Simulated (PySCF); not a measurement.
Isomers of C6H5F5. Method used: PBE0-D3(BJ)/def2-SVP geometry optimisation, gas phase (PySCF). One conformer each; no zero-point energy, no entropy. No frequencies were run at this level. Point groups hold within 0.08 Å.

Question: Order them by energy at this level, lowest first, and give relative energies in kJ/mol.
A. `[CH2:1]=[CH:2][C:3](=[CH2:4])[C:5]([F:6])([F:7])[C:8]([F:9])([F:10])[F:11]` with C1–C2–C3–C4 179°, C2–C3–C5–F6 40°
B. `[CH2:1]=[CH:2]/[CH:3]=[CH:4]\[C:5]([F:6])([F:7])[C:8]([F:9])([F:10])[F:11]` with C1–C2–C3–C4 179°, C3–C4–C5–F6 158°

Answer: B (0.0), A (6.0).

Neighbours under 10 kJ/mol apart (C=C/C=C\C(F)(F)C(F)(F)F and C=CC(=C)C(F)(F)C(F)(F)F) can change places with a better method, another conformer or zero-point energy.

| SMILES | E (Eh) | E rel (kJ/mol) | dipole (D) | point group | A, B, C (MHz) |
| --- | --- | --- | --- | --- | --- |
| C=C/C=C\C(F)(F)C(F)(F)F | -729.54795 | 0.0 | 2.57 | C1 | 1802, 775.7, 705.9 |
| C=CC(=C)C(F)(F)C(F)(F)F | -729.54566 | 6.0 | 2.16 | C1 | 1494, 1029, 899.3 |
